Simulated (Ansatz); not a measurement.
BF, charge -1, doublet, at a GFN2-xTB geometry (the spin is typed, not shown lowest) (a gas-phase anion, which may not be bound at this level); HF/pcseg-1 run with Ansatz (an electronic-structure program).

The Ansatz input:
Ansatz 0.2 input:
```yaml
crystal:
  periodic: [false, false, false]
  atoms:
    - {symbol: B, position_ang: [-0.00000000, -0.00000000, -1.05967647]}
    - {symbol: F, position_ang: [0.00000000, 0.00000000, 0.58870915]}
basis:
  gaussian:
    orbitals: pcseg-1.json
hamiltonian:
  xc: hf
total_charge: -1
magnetization: {spin_polarized: true, initial_magnetization: 1}
accuracy: high
```
The basis file holds pcseg-1 in the JSON format of the Basis Set Exchange.

The log (banner, timings and long lists left out):

```
Functional definition: HF
514 factors; integrals over basis functions are off by at most 3.6e-9 eV
mean field evaluation 1: about -3371.4430 eV, gradient 2.3e1 eV
mean field evaluation 2: about -3371.4533 eV, gradient 2.3e1 eV
mean field evaluation 4: about -3373.6463 eV, gradient 2.1e0 eV
mean field evaluation 8: about -3373.7399 eV, gradient 1.2e-1 eV
mean field evaluation 16: about -3366.1254 eV, gradient 1.3e1 eV
mean field evaluation 32: about -3366.1272 eV, gradient 1.3e1 eV
mean field evaluation 64: about -3366.0560 eV, gradient 3.2e0 eV
mean field -3373.74018641 eV, -123.9826650473 hartree, gradient 5.1e-8 eV, S^2 0.760383; 0 other end points of the search recorded, 0 dependent functions left out
reference -3373.74018641 eV, -123.9826650473 hartree; 8, 7 occupied and 20, 21 virtual orbitals, 514 factors
Total energy: -3373.74018641 eV, -123.9826650473 hartree
```
